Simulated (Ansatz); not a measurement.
Two members of one family (B oxide hydroxide), computed with Ansatz in the gas phase. The two geometries come from different levels. A negative affinity means that the extra electron isn't bound at that geometry and level; within about 0.2 eV of zero the sign isn't settled. Binding counts from free atoms in the multiplicity of their measured ground term, without zero-point energy. A dash marks a value that wasn't run or was left out as unsound. The structures are stationary points that may keep the symmetry of their start. Remarks come from the PBE and PBE0 runs and from stability tests at other levels; not every state was tested. A HOMO above zero means that the electron is unbound at that level and held by the basis, or that self-interaction error raises the level; the energy of removing that electron tells which.

First: BO2H (singlet, charge 0, PBE0-D4/def2-TZVP geometry).

```xyz
4

B    -0.286    0.377    0.185
O     0.189   -0.451   -0.729
O    -0.752    1.157    0.985
H     0.850   -1.084   -0.442
```

```tsv
level	HOMO (eV)	LUMO (eV)	gap (eV)	vertical EA (eV)	binding per atom (eV)
PBE-D4/def2-TZVPD	-7.84	-1.63	6.21	-0.13	5.02
revPBE-D4/def2-TZVP	-7.69	-1.27	6.42	–	4.84
PBE0-D4/def2-TZVP	-9.39	-0.48	8.91	–	4.82
PBE0-D4/def2-TZVPD	-9.43	-0.92	8.52	-0.21	4.82
LC-ωPBE/def2-TZVP	-12.29	1.59	13.88	–	4.84
```

Remarks: HOMO above zero (-1 doublet).

Second: BO3H3 (singlet, charge 0, PBE-D4/def2-TZVP geometry).

Cartesian coordinates in Å:
```
B -0.077 -0.393 0.383
O 0.600 -0.776 -0.666
O -0.685 1.008 -0.027
O 1.261 -2.005 -0.819
H -0.359 -0.751 1.480
H -0.277 1.162 -0.920
H -0.463 1.754 0.570
```

**Question.** What does the change do? Estimate second minus first.

**Answer.** 
```json
{"level": "PBE-D4/def2-TZVPD", "Δ HOMO (eV)": "4.05", "Δ LUMO (eV)": "-0.94", "Δ gap (eV)": "-4.99", "Δ vertical EA (eV)": "0.72", "Δ binding per atom (eV)": "-1.52"}
{"level": "revPBE-D4/def2-TZVP", "Δ HOMO (eV)": "4.21", "Δ LUMO (eV)": "-0.91", "Δ gap (eV)": "-5.12", "Δ vertical EA (eV)": "–", "Δ binding per atom (eV)": "-1.50"}
{"level": "PBE0-D4/def2-TZVP", "Δ HOMO (eV)": "4.38", "Δ LUMO (eV)": "-0.91", "Δ gap (eV)": "-5.29", "Δ vertical EA (eV)": "–", "Δ binding per atom (eV)": "-1.54"}
{"level": "PBE0-D4/def2-TZVPD", "Δ HOMO (eV)": "4.24", "Δ LUMO (eV)": "-0.89", "Δ gap (eV)": "-5.13", "Δ vertical EA (eV)": "0.76", "Δ binding per atom (eV)": "-1.53"}
{"level": "LC-ωPBE/def2-TZVP", "Δ HOMO (eV)": "4.69", "Δ LUMO (eV)": "-0.86", "Δ gap (eV)": "-5.54", "Δ vertical EA (eV)": "–", "Δ binding per atom (eV)": "-1.56"}
```

Remarks: HOMO above zero (-1 doublet).
